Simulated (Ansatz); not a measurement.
`FC(F)=C(F)F` + HI → `FC(F)=C(F)I` + H–F at 600 K and 1 bar (substitution at a C–F bond).

Computed with Ansatz on PBE0-D4/def2-TZVP structures; ΔE is electronic, products minus reactants. CCSD(T)/CBS is the MP2 limit (def2-TZVPP, def2-QZVPP) plus CCSD(T) − MP2 in def2-TZVPP, frozen cores. This one scheme is used for every species. Elements past krypton have def2 core potentials. For I outer-core shells are correlated without core-valence functions, which leaves a few kJ/mol of doubt a bond.

```
      species  CCSD(T)/CBS energy (Eh)  H − E (kJ/mol)  S (J/(mol·K))
`FC(F)=C(F)F`               -475.19414           102.2          363.2
           HI               -298.03592            31.6          227.0
`FC(F)=C(F)I`               -672.84860            98.7          409.6
          H–F               -100.39570            42.3          194.0
```

H − E and S are ideal-gas, rigid-rotor, harmonic terms from PBE0-D4/def2-TZVP. 1 Eh = 2625.50 kJ/mol, R = 8.31446 J/(mol·K).

Question: By hand: ΔE, ΔH, ΔS and ΔG.

Answer: ΔE = (-672.84860) + (-100.39570) − (-475.19414) − (-298.03592) = -0.01424 Eh = -37.4 kJ/mol. Δ(H − E) = 98.7 + 42.3 − 102.2 − 31.6 = 7.2, so ΔH = -30.2 kJ/mol. ΔS = 409.6 + 194.0 − 363.2 − 227.0 = 13.4 J/(mol·K). ΔG = -30.2 − 600 × (13.4)/1000 = -38.2 kJ/mol.

Question: By hand: the equilibrium constant, and the temperature at which ΔG would vanish if ΔH and ΔS stayed fixed.

Answer: log₁₀ K = −ΔG/(RT ln 10) = 3.3. ΔH and −TΔS have one sign here, so there is no such temperature.

The number of gas molecules stays the same, so ΔS is small and ΔH decides. A doubt of 5 kJ/mol in ΔE shifts log₁₀ K by 0.4 here. These are equilibria of isolated gas molecules and say nothing of rates. Largest T1 diagnostic: 0.013 (customary marks: 0.02 for closed shells, 0.045 for open ones).
